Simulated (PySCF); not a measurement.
B3LYP has the VWN-RPA correlation part, as in Gaussian. 

Z-matrix (Å, degrees):
```
C
O 1 1.2154
O 1 1.3607 2 122.32
H 3 0.9692 1 106.70 2 -0.02
C 1 1.4406 2 124.80 3 180.00
H 5 1.0784 1 118.12 2 -0.04
H 5 1.0794 6 120.76 1 -179.99
```
Charge 0, spin multiplicity 2.

What is the computed dipole moment, total energy and highest occupied spin orbital (B3LYP-D3(BJ)/def2-TZVP in PySCF)?


- dipole moment: 1.74 D
- total energy: -228.5299 Ha
- highest occupied spin orbital: -7.49 eV
